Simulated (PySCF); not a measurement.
PySCF job for C2H8FNSi2, SMILES C1N[Si@@H](F)[Si@H]1C, SMD-ωB97X/def2-SVP. Coordinates come from a TPSSh-D3(BJ)/def2-SVP optimisation. The structure was generated by enumeration; whether it is a known compound was not checked.

```python
import numpy as np
from pyscf import gto, scf, dft
from pyscf.solvent import smd

mol = gto.M(
    atom='''
    C     2.44339528   -0.72874612   -0.14143795
    Si    0.87600204    0.02079555   -0.87151632
    C    -0.61628051   -1.19470731   -1.09394849
    N    -1.59117328   -0.43100034   -0.28685222
    Si   -0.78950293    0.87592736    0.51190930
    F    -0.56952147    0.66659724    2.12838476
    H     2.90836442   -1.44018415   -0.84380201
    H     2.21069662   -1.26227871    0.79358135
    H     3.18324829    0.05520555    0.08740446
    H     1.17901716    0.76566639   -2.12785866
    H    -0.93925114   -1.30767740   -2.14527329
    H    -0.41794501   -2.20746694   -0.69289766
    H    -2.54372868   -0.78428408   -0.21479847
    H    -1.49017187    2.18524649    0.44296372
    ''',
    basis='def2-SVP',
    charge=0,
    spin=0,
    max_memory=1600,
    verbose=3,
)
mf = dft.RKS(mol, xc='wb97x').density_fit(auxbasis='def2-universal-jkfit')
mf.grids.level = 3
mf.conv_tol = 1e-9
mf.max_cycle = 100
mf.kernel()
res = {}
for name in ['water', 'dimethylsulfoxide', 'benzene']:
    s = mf.SMD()
    s.with_solvent.solvent, s.with_solvent.sasa_ng = name, 194
    s.kernel(mf.make_rdm1())
    res[name] = (s.e_tot, s.with_solvent.get_cds(), s.dip_moment(), s.mo_energy, s.converged)
    print(f'SMD {name}: dG(solv) = {(s.e_tot - mf.e_tot) * 627.509474:.3f} kcal/mol, of which CDS {res[name][1] * 627.509474:.3f}')
```

Program output:

```
converged SCF energy = -814.251273874425
converged SCF energy = -814.250489101844
Dipole moment(X, Y, Z, Debye):  0.28127, -1.31600, -1.97773
SMD water: dG(solv) = 0.492 kcal/mol, of which CDS 4.679
converged SCF energy = -814.254580228802
Dipole moment(X, Y, Z, Debye):  0.28111, -1.31131, -1.97250
SMD dimethylsulfoxide: dG(solv) = -2.075 kcal/mol, of which CDS 2.056
converged SCF energy = -814.255088223404
Dipole moment(X, Y, Z, Debye):  0.26618, -1.12942, -1.77276
SMD benzene: dG(solv) = -2.394 kcal/mol, of which CDS -0.458
```

The calculation finished and met its thresholds.

Cost: around 2.3 core-minutes (rough).
